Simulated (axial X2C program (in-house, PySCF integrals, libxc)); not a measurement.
What spin–orbit coupling does to MoBr⁺

Calculated with an in-house all-electron X2C program for linear molecules (integrals from PySCF). Spin-free means the one-electron spin-free X2C Hamiltonian; two-component (2c) means X2C with spin–orbit coupling and atomic mean-field two-electron Coulomb and Gaunt terms, so the difference of the two also holds small scalar two-electron terms. Basis: Mo dyall-cv3z [11s12p9d5f3g], Br dyall-cv3z [8s9p6d4f1g] (cores contracted in-house); Gaussian nuclei, density fitting, unrestricted open shells. Masses: Mo 97.905 u, Br 78.918 u.

Spin-free state: M_S = 2, Λ = 0 (beyond evenly filled blocks: π+α, π-α, δ+α, δ-α); fragments Mo+ + Br.

| level | Re (Å) | ωe (cm⁻¹) | De (eV) | μ (D) |
| --- | --- | --- | --- | --- |
| PBE0 | 2.357 | 321.4 | 2.341 | -6.44 |

Dipoles are positive if Br is the positive end and refer to the centre of mass.

Two-component determinant lowest at the distance of the search:

Ω = 1 (⟨Sz⟩ = 2.00, ⟨Lz⟩ = -1.00 at PBE0); fragments Mo+ + Br.

```tsv
level	Re (Å)	ωe (cm⁻¹)	De (eV)	μ (D)
PBE0	2.328	307.4	2.288	-5.36
```

(1) From the two tables, how do the constants change at the PBE0 level (2c against spin-free)?

The state is a single determinant with fixed occupations, the lowest that a limited PBE0 search found. De is counted from the lowest determinant-based energies of the atoms at the same level, without counterpoise correction. Density functionals use the spin component along the axis (collinear). Other states lie close and PBE0, whose exact exchange favours high spin, may order them wrongly; the determinant shown need not be the ground state. The nearest other spin-free determinant of the search, M_S = 2, Λ = 1, lies 0.03 eV up at the distance of the search. Without a current term, density functionals place determinants with orbital angular momentum somewhat too high. With several unpaired electrons one determinant need not be a pure state. Open-shell Ω = 0 determinants with evenly filled partner blocks cannot be reached by this program, so the Ω shown need not be the lowest component. The determinant is spin-polarised beyond a pure state at some levels (its spin-free form has ⟨S²⟩ too high), which makes Re and μ there less reliable.

## Answers

(1) At the PBE0 level Re goes down by 0.029 Å and ωe decreases by 14.0 cm⁻¹; De changes by -0.053 eV. The two determinants differ in configuration, so these shifts compare two states and are not the spin–orbit effect on one state.
